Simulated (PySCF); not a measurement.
The numbers are results of PBE-D3(BJ)/def2-TZVP // B3LYP-D3(BJ)/def2-SVP run with PySCF 2.14.0, not measurements. Gas-phase values, no solvent. One relaxed conformer stands for a flexible species; it need not be the lowest. Excitations are Tamm–Dancoff values on a coarser integration grid. The basis has no diffuse functions, so Rydberg states are missing or too high.

Reference species (SMILES): `O=CC1=CC=C[Si@@H]1C(F)(F)F` (O–C–C–Si torsion 1°) (neutral, multiplicity 1).

The HOMO–LUMO gap is 2.19 eV. The T1 excitation (TDA) is 2.04 eV and the LUMO is -3.82 eV.

Changed species: `O=CC1=C[SiH2]C(C(F)(F)F)=C1` (O–C–C–C torsion 180°).

Give the shifts of the HOMO–LUMO gap, T1 excitation (TDA) and LUMO.

the HOMO–LUMO gap goes up by 0.31 eV, to 2.50 eV; the T1 excitation (TDA) increases by 0.27 eV, to 2.31 eV; the LUMO is nearly the same.
